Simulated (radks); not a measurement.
Q: All-electron atom: neutral cobalt in [Ar] 3d7.5 4s1.5 (fractional occupations, a model configuration). Calculated with a radial shooting solver on a logarithmic mesh with Libxc functionals: scalar-relativistic Kohn-Sham, PBE, spin-unpolarised, spherical densities, finite nucleus; Fermi nuclear charge, rms radius 3.7875 fm. Some entries of the table are withheld. Estimate them.

| orbital | occ. | eigenvalue (hartree) | <r> (bohr) |
|---|---|---|---|
| 1s | 2 | (1) | 0.05619 |
| 2s | 2 | -32.93096 | 0.2554 |
| 2p | 6 | -28.18936 | (2) |
| 3s | 2 | -3.66788 | 0.7755 |
| 3p | 6 | -2.31947 | 0.8195 |
| 3d | 7.5 | -0.22213 | 1.124 |
| 4s | 1.5 | -0.17974 | 3.000 |

A: 
(1) 1s eigenvalue (hartree): -278.9444
(2) 2p <r> (bohr): 0.2249
